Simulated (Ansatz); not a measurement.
Geometry optimisation, Ansatz, DFT PBE, scalar-relativistic, plane waves, PAW.

The input (input.yaml):

```yaml
accuracy: low
crystal:
  lattice:
    - [8.724141, 0.0, 0.0]
    - [0.0, 8.724141, 0.0]
    - [0.0, 0.0, 8.724141]
  atoms:
    - { symbol: O, position: [0.8220957, 0.7930621, 0.3726798] }
    - { symbol: C, position: [0.956223, 0.7847878, 0.3867199] }
    - { symbol: S, position: [1.1343345, 0.7738001, 0.4053643] }
    - { symbol: O, position: [0.5415424, 0.4842633, -0.0099638] }
    - { symbol: C, position: [0.5758393, 0.417226, 0.1022211] }
    - { symbol: S, position: [0.6213832, 0.3282051, 0.2511946] }
    - { symbol: O, position: [0.2250796, 0.3544352, -0.0214425] }
    - { symbol: C, position: [0.2045065, 0.3362798, 0.1108558] }
    - { symbol: S, position: [0.177187, 0.3121708, 0.2865386] }
    - { symbol: O, position: [0.2516713, 0.865826, 1.1122858] }
    - { symbol: C, position: [0.1828034, 0.8265946, 1.0028608] }
    - { symbol: S, position: [0.0913518, 0.7744981, 0.8575521] }
    - { symbol: O, position: [0.8584048, 0.3509305, 0.575912] }
    - { symbol: C, position: [0.8222306, 0.3071093, 0.698496] }
    - { symbol: S, position: [0.7741938, 0.2489178, 0.8612789] }
    - { symbol: O, position: [0.483484, 0.0495189, 0.2689399] }
    - { symbol: C, position: [0.5066089, 0.0440561, 0.4019479] }
    - { symbol: S, position: [0.5373171, 0.0368019, 0.578573] }
    - { symbol: O, position: [0.733275, 0.6589386, 0.8672015] }
    - { symbol: C, position: [0.6603604, 0.7703332, 0.8902323] }
    - { symbol: S, position: [0.563535, 0.9182574, 0.9208155] }
    - { symbol: O, position: [0.3825022, 0.530411, 0.5465285] }
    - { symbol: C, position: [0.3318794, 0.4188314, 0.6034762] }
    - { symbol: S, position: [0.2646558, 0.2706616, 0.6790986] }
basis:
  ecutwfc: 420.0
kpoints:
  mp_grid: { grid: [1, 1, 1] }
hamiltonian:
  xc: pbe
scf:
  occupations: { method: fermi_dirac, width: 0.02 }
  lower_state_search: "off"
relax:
  f_tol: 0.3
  max_steps: 15
  adjacent_minimum: "off"
```

Launched with:

```bash
$ ansatz run input.yaml --threads 1 --pin off --max-ram 3072MiB --backend cpu --events-out ev --progress --plain --runs-dir out
```

Task: Where does it end, and by what steps?

Result: The run ended unconverged. The force dipped under the threshold on the way, but the program's further checks kept it going. Limits of this set-up: coarse k mesh, low accuracy level. After 15 steps the energy has fallen by 1.323 eV; O7 moved furthest, 1.84 Å.

| step | energy less start (eV) | largest force component (eV/Å) | accepted |
| --- | --- | --- | --- |
| 0 | 0.0000 | 1.399 | yes |
| 1 | -0.5195 | 0.716 | yes |
| 2 | -0.7463 | 0.843 | yes |
| 3 | -0.8909 | 0.596 | yes |
| 4 | -1.0125 | 0.359 | yes |
| 5 | -1.0863 | 0.304 | yes |
| 6 | -1.1393 | 0.231 | yes |
| 7 | -1.1736 | 0.449 | yes |
| 8 | -1.1954 | 0.552 | yes |
| 9 | -1.2140 | 0.594 | yes |
| 10 | -1.2597 | 0.054 | yes |
| 11 | -1.2597 | 0.053 | yes |
| 12 | -1.2832 | 0.328 | yes |
| 13 | -1.3002 | 0.519 | yes |
| 14 | -1.3098 | 0.719 | yes |
| 15 | -1.3226 | 0.616 | yes |

```xyz
24
Lattice="8.7241 0.0000 0.0000 0.0000 8.7241 0.0000 0.0000 0.0000 8.7241" Properties=species:S:1:pos:R:3
O 8.052 7.110 2.231
C 8.924 6.899 2.988
S 10.098 6.629 3.992
O 4.379 3.878 0.172
C 4.894 4.065 1.208
S 5.584 4.311 2.593
O 1.240 4.153 1.127
C 1.000 3.121 1.636
S 0.677 1.741 2.312
O 2.141 7.368 9.426
C 1.395 7.092 8.562
S 0.395 6.725 7.409
O 7.450 3.087 5.167
C 7.332 2.570 6.208
S 7.181 1.861 7.598
O 4.598 0.792 1.826
C 4.755 0.495 2.945
S 4.962 0.107 4.447
O 6.279 5.743 6.250
C 5.804 6.458 7.044
S 5.172 7.424 8.101
O 3.394 4.479 5.658
C 2.893 3.468 5.965
S 2.220 2.113 6.362
```

Time of the run: 61 s on 1 thread of Arm Neoverse V2, on a shared host, peak memory 0.54 GiB.
